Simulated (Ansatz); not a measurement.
One change: `N[CH](F)[AlH][OH]` becomes `N[CH](F)[GeH3]`.

Ansatz, PBE0-D4/def2-TZVP geometries, multiplicity 1. Each molecule was computed in one conformer, which needn't be the lowest.

Scalar relativity is left out up to krypton.

```
                                      property  `N[CH](F)[AlH][OH]`
         HOMO–LUMO gap (B3LYP/def2-TZVPP) / eV                 6.30
            LUMO energy (PBE0/def2-TZVPP) / eV                -0.78
size of the dipole moment (PBE/def2-TZVPP) / D                 1.69
           LUMO energy (B3LYP/def2-TZVPP) / eV                -1.02
             HOMO energy (PBE/def2-TZVPP) / eV                -6.09
         HOMO energy (ωB97M-V/def2-TZVPP) / eV                -9.80
```

**Question.** What does the change do to each property? (Best estimate.)

**Answer.** The calculation gave: 
```json
{"property": "HOMO–LUMO gap (B3LYP/def2-TZVPP) / eV", "`N[CH](F)[GeH3]`": "8.12", "shift": "1.82"}
{"property": "LUMO energy (PBE0/def2-TZVPP) / eV", "`N[CH](F)[GeH3]`": "0.72", "shift": "1.50"}
{"property": "size of the dipole moment (PBE/def2-TZVPP) / D", "`N[CH](F)[GeH3]`": "1.22", "shift": "-0.47"}
{"property": "LUMO energy (B3LYP/def2-TZVPP) / eV", "`N[CH](F)[GeH3]`": "0.41", "shift": "1.43"}
{"property": "HOMO energy (PBE/def2-TZVPP) / eV", "`N[CH](F)[GeH3]`": "-6.46", "shift": "-0.37"}
{"property": "HOMO energy (ωB97M-V/def2-TZVPP) / eV", "`N[CH](F)[GeH3]`": "-10.29", "shift": "-0.49"}
```

With PBE0 the HOMO falls by 0.43 eV and the LUMO rises by 1.50 eV, so the gap widens by about 1.93 eV. PBE moves the HOMO by -0.37 eV and ωB97M-V by -0.49 eV. Dipoles are sizes alone; their direction can turn.

B3LYP here is the variant with VWN-RPA as its local correlation; programs differ in this.
